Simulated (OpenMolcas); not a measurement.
# neutral ruthenium: input and output

Input:

```
&GATEWAY
Coord
1

Ru 0.0 0.0 0.0
Basis=ANO-RCC-VTZP
Group=XYZ
NoMove
AngMom=0.0 0.0 0.0
AMFI
&SEWARD
* reference wave functions (RASSCF and RASSI steps not shown): 8 electrons in 6 orbitals (4d 5s)
>>> COPY JOB001 $Project.JobIph
&CASPT2
Multistate=15 1 2 3 4 5 6 7 8 9 10 11 12 13 14 15
Frozen=8 6
IPEA=0.25
Imaginary=0.1
MaxIter=60
WThr=0.0 0.3 0.05
PrWF=0.5
NoMix
>>> COPY JOB002 $Project.JobIph
&CASPT2
Multistate=75 1 2 3 4 5 6 7 8 9 10 11 12 13 14 15 16 17 18 19 20 21 22
23 24 25 26 27 28 29 30 31 32 33 34 35 36 37 38 39 40 41 42 43 44 45 46
47 48 49 50 51 52 53 54 55 56 57 58 59 60 61 62 63 64 65 66 67 68 69 70
71 72 73 74 75
NoMult
Frozen=8 6
IPEA=0.25
Imaginary=0.1
MaxIter=60
WThr=0.0 0.3 0.05
PrWF=0.5
NoMix
>>> COPY JOB003 $Project.JobIph
&CASPT2
Multistate=57 1 2 3 4 5 6 7 8 9 10 11 12 13 14 15 16 17 18 19 20 21 22
23 24 25 26 27 28 29 30 31 32 33 34 35 36 37 38 39 40 41 42 43 44 45 46
47 48 49 50 51 52 53 54 55 56 57
Frozen=8 6
IPEA=0.25
Imaginary=0.1
MaxIter=60
WThr=0.0 0.3 0.05
PrWF=0.5
NoMix
```

Launched by
```bash
OMP_NUM_THREADS=1 MOLCAS_MEM=1689 MOLCAS_PROJECT=a pymolcas a.inp > a.log  # once for each step of the input, in one work folder
```

Output, cut to the results:

```
--- CASPT2 ---
Orbital specifications:
      -----------------------

      Symmetry species                           1   2
                                                ag  au
      Frozen orbitals                            8   6
      Inactive orbitals                          1   3
      Active orbitals                            6   0
      Secondary orbitals                        21  23
      Deleted orbitals                           0   0
      Number of basis functions                 36  32
Type of calculation                        MS-CASPT2
      Fock operator                              state-specific
      IPEA shift                                 0.25
      Real shift                                 0.00
      Imaginary shift                            0.10
      The input orbitals will be transformed to quasi-canonical
Reference energy:       -4527.3379934945
      E2 (Non-variational):      -0.5204487142
      Shift correction:          -0.0004417723
      E2 (Variational):          -0.5208904865
      Total energy:           -4527.8588839810
      Residual norm:              0.0000002921
      Reference weight:           0.89415
      Contributions to the CASPT2 correlation energy
      Active & Virtual Only:         -0.2006073622
      One Inactive Excited:          -0.2200360004
      Two Inactive Excited:          -0.0998053516
Reference energy:       -4527.3379934945
      E2 (Non-variational):      -0.5193170611
      Shift correction:          -0.0004287275
      E2 (Variational):          -0.5197457886
      Total energy:           -4527.8577392831
      Residual norm:              0.0000003340
      Reference weight:           0.89497
      Contributions to the CASPT2 correlation energy
      Active & Virtual Only:         -0.1997532508
      One Inactive Excited:          -0.2198535522
      Two Inactive Excited:          -0.0997102582
::    CASPT2 Root  1     Total energy:  -4527.85888398
::    CASPT2 Root  2     Total energy:  -4527.85773928
::    CASPT2 Root  3     Total energy:  -4527.85804067
::    CASPT2 Root  4     Total energy:  -4527.85828420
::    CASPT2 Root  5     Total energy:  -4527.85982527
::    CASPT2 Root  6     Total energy:  -4527.85863991
::    CASPT2 Root  7     Total energy:  -4527.85831254
::    CASPT2 Root  8     Total energy:  -4527.84183211
::    CASPT2 Root  9     Total energy:  -4527.84188786
::    CASPT2 Root 10     Total energy:  -4527.84185376
::    CASPT2 Root 11     Total energy:  -4527.84183155
::    CASPT2 Root 12     Total energy:  -4527.84182522
::    CASPT2 Root 13     Total energy:  -4527.82085738
::    CASPT2 Root 14     Total energy:  -4527.82085740
::    CASPT2 Root 15     Total energy:  -4527.82085743
::    MS-CASPT2 Root  1     Total energy:  -4527.86103441
::    MS-CASPT2 Root  2     Total energy:  -4527.86072593
::    MS-CASPT2 Root  3     Total energy:  -4527.85907447
::    MS-CASPT2 Root  4     Total energy:  -4527.85869783
::    MS-CASPT2 Root  5     Total energy:  -4527.85756324
::    MS-CASPT2 Root  6     Total energy:  -4527.85723463
::    MS-CASPT2 Root  7     Total energy:  -4527.85602953
::    MS-CASPT2 Root  8     Total energy:  -4527.84189010
::    MS-CASPT2 Root  9     Total energy:  -4527.84185684
::    MS-CASPT2 Root 10     Total energy:  -4527.84183837
::    MS-CASPT2 Root 11     Total energy:  -4527.84182239
::    MS-CASPT2 Root 12     Total energy:  -4527.84181842
::    MS-CASPT2 Root 13     Total energy:  -4527.82068955
::    MS-CASPT2 Root 14     Total energy:  -4527.82063566
::    MS-CASPT2 Root 15     Total energy:  -4527.82061719
--- CASPT2 ---
Orbital specifications:
      -----------------------

      Symmetry species                           1   2
                                                ag  au
      Frozen orbitals                            8   6
      Inactive orbitals                          1   3
      Active orbitals                            6   0
      Secondary orbitals                        21  23
      Deleted orbitals                           0   0
      Number of basis functions                 36  32
Type of calculation                        SS-CASPT2
      Fock operator                              state-specific
      IPEA shift                                 0.25
      Real shift                                 0.00
      Imaginary shift                            0.10
      The input orbitals will be transformed to quasi-canonical
Reference energy:       -4527.2961192520
      E2 (Non-variational):      -0.5336478694
      Shift correction:          -0.0011074180
      E2 (Variational):          -0.5347552874
      Total energy:           -4527.8308745394
      Residual norm:              0.0000003316
      Reference weight:           0.87545
      Contributions to the CASPT2 correlation energy
      Active & Virtual Only:         -0.2153573037
      One Inactive Excited:          -0.2181565502
      Two Inactive Excited:          -0.1001340155
Reference energy:       -4527.2961192520
      E2 (Non-variational):      -0.5351593539
      Shift correction:          -0.0011257893
      E2 (Variational):          -0.5362851432
      Total energy:           -4527.8324043951
      Residual norm:              0.0000002569
      Reference weight:           0.87508
      Contributions to the CASPT2 correlation energy
      Active & Virtual Only:         -0.2163217319
      One Inactive Excited:          -0.2185171642
      Two Inactive Excited:          -0.1003204578
::    CASPT2 Root  1     Total energy:  -4527.83087454
::    CASPT2 Root  2     Total energy:  -4527.83240440
::    CASPT2 Root  3     Total energy:  -4527.83163806
::    CASPT2 Root  4     Total energy:  -4527.83143120
::    CASPT2 Root  5     Total energy:  -4527.83076090
::    CASPT2 Root  6     Total energy:  -4527.83165277
::    CASPT2 Root  7     Total energy:  -4527.82907751
::    CASPT2 Root  8     Total energy:  -4527.80424816
::    CASPT2 Root  9     Total energy:  -4527.80413266
...
```

Levels above the lowest, from the spin-orbit matrix with the single-state CASPT2 energies, averaged by term, on its diagonal:

| Configuration | Term | J | E (cm⁻¹) | Measured (cm⁻¹) | Term weight % | Second |
| --- | --- | --- | --- | --- | --- | --- |
| 4d⁷ 5s | ⁵F | 5 | 0.0 | 0.0 | 99 |  |
| 4d⁷ 5s | ⁵F | 4 | 1212 | 1191 | 98 |  |
| 4d⁷ 5s | ⁵F | 3 | 2150 | 2092 | 99 |  |
| 4d⁷ 5s | ⁵F | 2 | 2810 | 2713 | 99 |  |
| 4d⁷ 5s | ⁵F | 1 | 3220 | 3105 | 98 |  |
| 4d⁶ 5s² | ⁵D | 4 | 4070 | 7483 | 97 |  |
| 4d⁶ 5s² | ⁵D | 3 | 5160 | 8575 | 99 |  |
| 4d⁶ 5s² | ⁵D | 2 | 5790 | 9058 | 98 |  |
| 4d⁶ 5s² | ⁵D | 1 | 6180 | 9073 | 98 |  |
| 4d⁷ 5s | ³F(1) | 4 | 6310 |  | 95 |  |
| 4d⁶ 5s² | ⁵D | 0 | 6370 | 9492 | 98 |  |
| 4d⁷ 5s | ³F(1) | 3 | 7900 |  | 97 |  |
| 4d⁷ 5s | ³F(1) | 2 | 8780 |  | 82 | 7 ⁵P |
| 4d⁷ 5s | ⁵P | 2 | 9180 | 8044 | 64 | 21 ³P(1) |
| 4d⁷ 5s | ⁵P | 3 | 9330 | 8771 | 99 |  |
| 4d⁷ 5s | ⁵P | 1 | 10060 | 9620 | 86 | 10 ³P(1) |
| 4d⁷ 5s | ³P(1) | 2 | 11680 |  | 67 | 24 ⁵P |
| 4d⁷ 5s | ³G | 5 | 12740 |  | 92 | 5 ³H |
| 4d⁷ 5s | ³P(1) | 1 | 13310 |  | 80 | 12 ⁵P |
| 4d⁷ 5s | ³G | 4 | 13320 |  | 84 | 7 ³H |
| 4d⁷ 5s | ³P(1) | 0 | 13640 |  | 72 | 27 ³P(2) |
| 4d⁷ 5s | ³G | 3 | 14200 |  | 98 |  |
| 4d⁷ 5s | ³P(2) | 1 | 14660 |  | 80 | 10 ¹P |
| 4d⁷ 5s | ³P(2) | 2 | 15080 |  | 82 | 11 ¹D |

Against the 12 measured excited levels shown (NIST Handbook of Basic Atomic Spectroscopic Data) the mean absolute deviation is 1500 cm-1; the largest miss in energy is 4d⁶ 5s² ⁵D₄: computed 4070, measured 7483 cm⁻¹ (-45.6 %). Levels of one J stand in another order than measured, so their pairing by name is doubtful.

Term energies are means over components that CASPT2 splits; among the terms shown or strongly mixed into the levels shown the widest spread is 730 cm-1 (4d⁷ 5s ³F(1)). Configurations are named by rounded mean occupations; where the s occupation lies near a half they are strongly mixed, a name can repeat and a true partner stay unpaired. A single d shell beside an s shell can misplace configurations of different d count against each other. Measured partners are found by configuration, term and J. A level has none where our copy of the source lacks it or the pairing is in doubt (some pairs that miss far off the trend of their configuration count as doubtful), and it then counts in no deviation. Levels of configurations outside the active space are missing. The first state left out of the spin-orbit step lies near 35000 cm-1 above the lowest spin-free state of the reference (among the parities and spins computed), and the list stops at four fifths of that energy or lower. The table shows the lowest 24 of 51 levels.

The term weight is that of the spin-free term in the level, not the purity of its configuration. A number in round brackets counts repeated terms of one configuration in the order of the reference energies.
